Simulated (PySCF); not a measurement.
# C2H13Si4: g tensor and hyperfine couplings

Species: C2H13Si4 (doublet state).
SMILES with atom numbers: `[CH3:1][Si@@H:2]([SiH3:3])[SiH2:4][CH2:5][SiH2:6]` (hydrogens: H7, H8, H9 on C1; H10 on Si2; H11, H12, H13 on Si3; H14, H15 on Si4; H16, H17 on C5; H18, H19 on Si6)

Structure used (GFN2-xTB), in Å, numbered top down from 1:
```xyz
19
C2H13Si4 angstrom
C     -0.8150    1.5436   -0.9211
Si    -0.8618    0.3166    0.5451
Si    -3.0671   -0.3065    0.9134
Si     0.6523   -1.3981    0.1311
C      2.1610   -0.8045   -0.8882
Si     3.2622    0.4630   -0.0122
H     -1.4630    2.3981   -0.7460
H     -1.1455    1.0686   -1.8415
H      0.1874    1.9262   -1.0934
H     -0.3889    1.1122    1.7036
H     -3.3474   -0.5636    2.3279
H     -3.4036   -1.5440    0.2015
H     -4.0542    0.6880    0.4806
H      0.0454   -2.5209   -0.6065
H      1.1861   -1.9917    1.3669
H      2.7638   -1.6723   -1.1600
H      1.8011   -0.3826   -1.8278
H      2.5856    1.7358    0.2230
H      3.8919   -0.0586    1.1959
```

The hyperfine couplings belong to this conformer and change with its torsions.

The calculation used UKS B3LYP, pcH-1 on C H Si, non-relativistic, mean-field spin-orbit, GIAO (PySCF). Isolated species at its GFN2-xTB geometry (one conformer only). GFN2-xTB frequencies show an imaginary mode (20i cm⁻¹), so this geometry is no minimum at that level. Couplings are sensitive to structure, and on GFN2-xTB geometries they can be far from those on DFT ones, by a factor of two or more for some ions and for spin on atoms past the first row. No stability test was run, so a lower SCF solution isn't excluded.

| Property | Result |
| --- | --- |
| g1, g2, g3 | 2.00208, 2.00407, 2.00448 |
| g_iso | 2.00354 |
| Form of g | rhombic: the two nearest values differ by 17 % of g3 − g1 |
| ⟨S²⟩ | 0.7516 (exact 0.7500) |
| HOMO–LUMO gap, α and β orbitals | 4.72, 5.30 eV |
| Total energy | -1242.03098 Eh |

Hyperfine couplings atom by atom, in MHz; T1 to T3 are the principal values of the dipolar part; ρ(0) is the spin density at the nucleus:

```tsv
atom	isotope	a_iso	of which spin–orbit	T1	T2	T3	Mulliken spin population	ρ(0) (bohr⁻³)
C1	13C	0.1	0.0	-0.2	-0.1	0.4	0.00	0.0000
Si2	29Si	0.7	0.0	-0.2	-0.1	0.3	0.00	-0.0008
Si3	29Si	0.4	0.0	0.0	0.0	0.0	0.00	-0.0005
Si4	29Si	-62.6	0.1	-9.0	3.8	5.2	0.03	0.0705
C5	13C	8.4	0.0	-4.3	-4.2	8.5	-0.01	0.0074
Si6	29Si	-433.0	1.0	-172.0	85.9	86.1	0.98	0.4884
H7	1H	0.0	0.0	-0.5	-0.5	0.9	0.00	0.0000
H8	1H	0.0	0.0	-0.6	-0.5	1.1	0.00	0.0000
H9	1H	0.1	0.0	-1.3	-1.2	2.4	0.00	0.0000
H10	1H	1.8	0.0	-1.0	-0.8	1.8	0.00	0.0004
H11	1H	0.0	0.0	-0.2	-0.2	0.4	0.00	0.0000
H12	1H	0.5	0.0	-0.3	-0.2	0.5	0.00	0.0001
H13	1H	0.0	0.0	-0.2	-0.2	0.4	0.00	0.0000
H14	1H	24.6	0.0	-1.2	-0.5	1.8	0.02	0.0055
H15	1H	-0.7	0.0	-1.8	-0.7	2.6	0.00	-0.0002
H16	1H	9.4	0.0	-4.2	-2.4	6.6	0.00	0.0021
H17	1H	8.6	0.0	-4.2	-2.4	6.6	0.00	0.0019
H18	1H	28.1	0.0	-10.1	1.4	8.7	0.00	0.0063
H19	1H	31.3	0.0	-10.1	1.6	8.5	0.00	0.0070
```

The largest Mulliken spin population is on Si6 (+0.98). The angles at Si6 add up to 338.3°, so it is pyramidal.

Under fast tumbling the dipolar parts average out, and these isotropic splittings remain: 2 × 1H (H18/H19, I = 1/2, 3 lines) with 1.06 mT, 1 × 1H (H14, I = 1/2, 2 lines) with 0.88 mT, 1 × 1H (H16, I = 1/2, 2 lines) with 0.34 mT, 1 × 1H (H17, I = 1/2, 2 lines) with 0.31 mT and 1 × 1H (H10, I = 1/2, 2 lines) with 0.07 mT.

Nuclei that the bonding pattern makes equivalent are averaged, as if the motion that swaps them (rotation, inversion, ring flip) were fast.

The 13C coupling of C5 (8.4 MHz) shows only in satellite lines or after enrichment, since that isotope makes up about 1.07 % of natural carbon.

The 29Si coupling of Si6 (-433.0 MHz) shows only in satellite lines or after enrichment, since that isotope makes up about 4.7 % of natural silicon.

On Arm Neoverse V1, one thread, no GPU, shared host, this took 2.2 min of wall time (grids of density and orbitals included) and 1.1 GiB of memory at its peak.
